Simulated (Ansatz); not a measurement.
This geometry of ClGeH3O + H (7 atoms, charge 0, multiplicity 2) is a first-order saddle point.

These are results of UKS PBE-D4/def2-SVP (Ansatz), not measurements.

```xyz
7
Properties=species:S:1:pos:R:3
Ge 0.013 -0.060 -0.011
Cl -0.070 0.016 2.344
H 1.482 0.074 -0.481
O -0.809 1.372 -0.717
H -1.766 1.356 -0.522
H -0.686 -1.387 -0.441
H -0.057 0.022 4.005
```

(1) Which two structures does it join? (They come from a converged band through this point; their orientation in space is the band's.)

(2) How far does it lie above each of them?

## Answers

(1) Bonds broken: Ge1–Cl2. Bonds formed: Cl2–H7. ClGeH3O + H becomes ClH + GeH3O.

Image 0:

```xyz
7
Properties=species:S:1:pos:R:3
Ge -0.003 -0.058 -0.192
Cl -0.123 0.037 1.987
H 1.469 0.092 -0.622
O -0.824 1.364 -0.903
H -1.770 1.380 -0.666
H -0.692 -1.385 -0.604
H 0.049 -0.037 5.177
```

Image 6:

```xyz
7
Properties=species:S:1:pos:R:3
Ge -0.004 -0.042 -0.243
Cl -0.042 0.028 3.266
H 1.450 0.069 -0.811
O -0.824 1.400 -0.978
H -1.790 1.338 -0.851
H -0.703 -1.355 -0.773
H 0.019 -0.044 4.566
```

(2) 26.8 kJ/mol above the first and 44.2 kJ/mol above the second. This is the barrier of this one path; another mechanism may lie lower.

Run time: 81 s on 2 threads of Arm Neoverse V1, with other jobs on the host, peak memory 0.15 GiB.
